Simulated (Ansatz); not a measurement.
Ansatz (a quantum-chemistry and plane-wave program) input (HF/3-21G): The .json file is the Basis Set Exchange's 3-21G.

Ansatz 0.2 input:
```yaml
crystal:
  periodic: [false, false, false]
  atoms:
    - {symbol: Si, position_ang: [0.28344100, 0.30471300, 0.59047000]}
    - {symbol: F, position_ang: [1.03207800, 1.44351800, -0.14563200]}
    - {symbol: Cl, position_ang: [-0.77981600, -1.01515500, -0.40917000]}
basis:
  gaussian:
    orbitals: 3-21G.json
hamiltonian:
  xc: {name: HF}
total_charge: 1
magnetization: {spin_polarized: true, initial_magnetization: 1}
relax: {f_tol: 0.003, max_steps: 120}
```

Output:

```
Functional definition: HF
integrals: 0.00 GiB planned
412 factors; integrals over basis functions are off by at most 1.0e-4 eV
mean field: 0.09 GiB planned
mean field evaluation 1: about -22942.9579 eV, gradient 3.4e1 eV
mean field evaluation 2: about -22942.9630 eV, gradient 3.4e1 eV
mean field evaluation 4: about -22947.4253 eV, gradient 1.9e0 eV
mean field evaluation 8: about -22947.4936 eV, gradient 5.6e-2 eV
mean field -22947.49482319 eV, -843.3048803817 hartree, gradient 1.1e-5 eV, S^2 0.759971; 0 other end points of the search recorded, 0 dependent functions left out
the calculation of the forces begins
reference -22947.49482319 eV, -843.3048803817 hartree; 20, 19 occupied and 15, 16 virtual orbitals, 412 factors
relax step   1: F+E_penalty+E_count = -22947.49482319 eV  Δ(F+E_penalty+E_count) = +0.000e0 eV  max|allowed force component| = 2.456e0 eV/Å  Δτ_max = 0.0000 Å  (36 SCF iters, accepted)
these checks for a lower state are left out or cut short: starts, cluster_reference, orbital_swaps, neighbouring_geometries, increment
integrals: 0.00 GiB planned
412 factors; integrals over basis functions are off by at most 1.0e-4 eV
mean field: 0.09 GiB planned
mean field evaluation 16: about -22947.6957 eV, gradient 1.4e-1 eV
mean field -22947.70312921 eV, -843.3125354865 hartree, gradient 5.8e-5 eV, S^2 0.770248; 0 other end points of the search recorded, 0 dependent functions left out
the calculation of the forces begins
reference -22947.70312921 eV, -843.3125354865 hartree; 20, 19 occupied and 15, 16 virtual orbitals, 412 factors
relax step   2: F+E_penalty+E_count = -22947.70312921 eV  Δ(F+E_penalty+E_count) = -2.083e-1 eV  max|allowed force component| = 6.903e-1 eV/Å  Δτ_max = 0.0777 Å  (36 SCF iters, accepted)
these checks for a lower state are left out or cut short: starts, cluster_reference, orbital_swaps, neighbouring_geometries, increment
integrals: 0.00 GiB planned
412 factors; integrals over basis functions are off by at most 1.0e-4 eV
mean field: 0.09 GiB planned
mean field -22947.71819791 eV, -843.3130892512 hartree, gradient 7.2e-5 eV, S^2 0.774057; 0 other end points of the search recorded, 0 dependent functions left out
the calculation of the forces begins
reference -22947.71819791 eV, -843.3130892512 hartree; 20, 19 occupied and 15, 16 virtual orbitals, 412 factors
relax step   3: F+E_penalty+E_count = -22947.71819791 eV  Δ(F+E_penalty+E_count) = -1.507e-2 eV  max|allowed force component| = 1.530e-1 eV/Å  Δτ_max = 0.0153 Å  (31 SCF iters, accepted)
these checks for a lower state are left out or cut short: starts, cluster_reference, orbital_swaps, neighbouring_geometries, increment
integrals: 0.00 GiB planned
412 factors; integrals over basis functions are off by at most 1.0e-4 eV
mean field: 0.09 GiB planned
mean field evaluation 32: about -22947.7196 eV, gradient 5.9e-5 eV
mean field -22947.71958138 eV, -843.3131400927 hartree, gradient 5.9e-5 eV, S^2 0.776062; 0 other end points of the search recorded, 0 dependent functions left out
the calculation of the forces begins
reference -22947.71958138 eV, -843.3131400927 hartree; 20, 19 occupied and 15, 16 virtual orbitals, 412 factors
relax step   4: F+E_penalty+E_count = -22947.71958138 eV  Δ(F+E_penalty+E_count) = -1.383e-3 eV  max|allowed force component| = 3.857e-2 eV/Å  Δτ_max = 0.0084 Å  (33 SCF iters, accepted)
these checks for a lower state are left out or cut short: starts, cluster_reference, orbital_swaps, neighbouring_geometries, increment
integrals: 0.00 GiB planned
412 factors; integrals over basis functions are off by at most 1.0e-4 eV
mean field: 0.09 GiB planned
mean field -22947.71962840 eV, -843.3131418205 hartree, gradient 6.1e-5 eV, S^2 0.776992; 0 other end points of the search recorded, 0 dependent functions left out
the calculation of the forces begins
reference -22947.71962840 eV, -843.3131418205 hartree; 20, 19 occupied and 15, 16 virtual orbitals, 412 factors
relax step   5: F+E_penalty+E_count = -22947.71962840 eV  Δ(F+E_penalty+E_count) = -4.702e-5 eV  max|allowed force component| = 2.427e-2 eV/Å  Δτ_max = 0.0036 Å  (32 SCF iters, accepted)
these checks for a lower state are left out or cut short: starts, cluster_reference, orbital_swaps, neighbouring_geometries, increment
integrals: 0.00 GiB planned
412 factors; integrals over basis functions are off by at most 1.0e-4 eV
mean field: 0.09 GiB planned
mean field -22947.71967030 eV, -843.3131433606 hartree, gradient 5.9e-5 eV, S^2 0.776831; 0 other end points of the search recorded, 0 dependent functions left out
the calculation of the forces begins
reference -22947.71967030 eV, -843.3131433606 hartree; 20, 19 occupied and 15, 16 virtual orbitals, 412 factors
relax step   6: F+E_penalty+E_count = -22947.71967030 eV  Δ(F+E_penalty+E_count) = -4.191e-5 eV  max|allowed force component| = 3.816e-4 eV/Å  Δτ_max = 0.0022 Å  (33 SCF iters, accepted)
integrals: 0.00 GiB planned
412 factors; integrals over basis functions are off by at most 1.0e-4 eV
mean field: 0.09 GiB planned
mean field evaluation 64: about -22945.7727 eV, gradient 3.5e-1 eV
mean field -22947.71967030 eV, -843.3131433606 hartree, gradient 5.9e-5 eV, S^2 0.776831; 1 other end points of the search recorded, 0 dependent functions left out
the calculation of the forces begins
reference -22947.71967030 eV, -843.3131433606 hartree; 20, 19 occupied and 15, 16 virtual orbitals, 412 factors
Total energy: -22947.71967030 eV, -843.3131433606 hartree
Atom 0 at     0.311285     0.336239     0.637527 Å, force    -0.000118    -0.000148    -0.000107 eV/Å
Atom 1 at     1.063502     1.487971    -0.153517 Å, force     0.000281     0.000382     0.000040 eV/Å
Atom 2 at    -0.839084    -1.091134    -0.448342 Å, force    -0.000163    -0.000234     0.000067 eV/Å
Dipole moment:     0.195097     0.151122     0.809338 e Å
```

The dipole moment of an ion depends on the origin.

The geometry given is a B3LYP-D3(BJ)/def2-TZVP minimum.
